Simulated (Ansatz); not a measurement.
Ansatz (a first-principles code) input:

Ansatz 0.2 input:
```yaml
crystal:
  periodic: [false, false, false]
  atoms:
    - {symbol: P, position_ang: [0.15251616, -0.22242623, 0.23115681]}
    - {symbol: H, position_ang: [0.11001973, -0.15230923, -1.14929808]}
    - {symbol: H, position_ang: [1.45921546, 0.49951458, 0.24793648]}
    - {symbol: H, position_ang: [-0.52162958, 0.95552758, 0.49365431]}
    - {symbol: H, position_ang: [-1.13141756, -0.98409979, 0.25045935]}
basis:
  gaussian:
    orbitals: def2-TZVP
hamiltonian:
  xc: b3lyp
  dispersion: d3bj
magnetization: {spin_polarized: true, initial_magnetization: 1}
relax: {f_tol: 0.002, max_steps: 150}
```

Question: Predict the final energy.

Answer: -343.70062 Eh (B3LYP-D3(BJ)/def2-TZVP). The basis has 61 functions.
